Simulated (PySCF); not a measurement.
Predicted microwave data (PBE0/def2-SVPD in PySCF (dipole) on a GFN2-xTB geometry, gas phase) for one isomer of C6H7N:

- Rotational constants: A = 8423, B = 1217, C = 1209 MHz
- Dipole components: |μa| = 3.86 D, |μb| = 1.47 D, |μc| = 1.68 D
- Inertial defect: -57.43 u·Å²
- κ: -1.00

**Question.** Which structure is it? (One computed conformer of each.)
A. `[CH2:1]=[CH:2]/[CH:3]=[CH:4]/[CH2:5][C:6]#[N:7]` with C1–C2–C3–C4 180°, C3–C4–C5–C6 119°
B. `[N:1]#[C:2][CH2:3][CH:4]=[C:5]1[CH2:6][CH2:7]1` with C2–C3–C4–C5 119°
C. `[H]/[N:7]=[CH:6]\[CH:5]=[C:4]=[C:3]=[CH:2][CH3:1]` with C4–C5–C6–N7 180°
D. `C=C1C[C@@]1(C)C#N`
E. 3-methylenecyclobutanecarbonitrile (`C1C(CC1=C)C#N`)

**Answer.** B. It is N#CCC=C1CC1, a near-prolate asymmetric top, point group C1. The candidates at the same level (rigid rotor, commonest isotopes):

```
           SMILES  A (MHz)  B (MHz)  C (MHz)  μa (D)  μb (D)  μc (D)  Δ (u·Å²)  point group                        rotor
C=C1C[C@@]1(C)C#N     3841     2241     1879    3.57    2.28    0.41    -88.07           C1               asymmetric top
      N#CCC=C1CC1     8423     1217     1209    3.86    1.47    1.68    -57.43           C1  near-prolate asymmetric top
     C=C/C=C/CC#N    10514     1001    967.5    3.09    2.62    0.10    -30.39           C1  near-prolate asymmetric top
    C=C1CC(C#N)C1     7658     1631     1539    3.49    0.00    1.95    -47.45           Cs  near-prolate asymmetric top
 [H]/N=C\C=C=C=CC    11296    935.4    868.5    3.46    1.27    0.02     -3.12      near Cs  near-prolate asymmetric top
```

`[H]/N=C\C=C=C=CC` has A 34 % too high; `C=C1C[C@@]1(C)C#N` has B 84 % too high; `C=C/C=C/CC#N` has A 25 % too high; `C=C1CC(C#N)C1` has B 34 % too high. No structure here is proved a minimum.
